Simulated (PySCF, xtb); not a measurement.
MgBr₂, SMILES [Br][Mg][Br].

GFN2-xTB (xtb 6.7.1) at its own geometry gives an orbital gap of 2.97 eV and a dipole moment of 3.84 D.

Geometry: B3LYP-D3(BJ)/def2-TZVP.

What does CAM-B3LYP/def2-TZVPD in PySCF give? (The exact figures need the calculation; the answer reports its results.)

gap 8.62 eV (levels -9.80 and -1.18 eV), dipole 0.00 D.
